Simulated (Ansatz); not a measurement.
Coupled-cluster diagnostics for MnF2, Ansatz.

Geometry of the sextet (PBE0-D4/def2-TZVP):

```xyz
3

Mn   -0.004    0.000    0.002
F     0.407   -1.315    1.145
F    -0.404    1.315   -1.146
```

Correlated methods freeze 7 core orbitals; core or outer-core shells of Mn are correlated, in sets that lack core-valence functions.

Problem. Estimate the CCSD(T) correlation energy, the shares of MP2 and (T), T1 and the reference's ⟨S²⟩ for: charge 0, sextet, own geometry in def2-TZVPP; charge 0, sextet, own geometry in def2-TZVPD; charge 1, quintet, vertical in def2-TZVPP; charge -1, quintet, vertical in def2-TZVPD; and the rough time on 4 threads of Arm Neoverse V2 on a shared host.

Solution. 
| state | basis | correlation (eV) | MP2 share (%) | (T) share (%) | T1 | ⟨S²⟩ (pure) | wall time | remarks |
| --- | --- | --- | --- | --- | --- | --- | --- | --- |
| charge 0, sextet, own geometry | def2-TZVPP | -27.076 | 97.4 | 2.7 | 0.021 | 8.76 (8.75) | 8 s | – |
| charge 0, sextet, own geometry | def2-TZVPD | -24.641 | 97.5 | 2.7 | 0.021 | 8.76 (8.75) | 8.5 s | – |
| charge 1, quintet, vertical | def2-TZVPP | -27.296 | 95.4 | 3.8 | 0.038 | 6.05 (6.00) | 8 s | – |
| charge -1, quintet, vertical | def2-TZVPD | -25.603 | 96.1 | 3.1 | 0.042 | 6.79 (6.00) | 10 s | HOMO above zero, spin-contaminated |
Customary marks for T1 are 0.02 (closed shells), 0.045 (open shells) and about 0.05 (3d metals). T1 exceeds 0.02 in 4 of 4 rows and 0.045 in 0; the higher it lies, the less the single-reference result can be trusted.
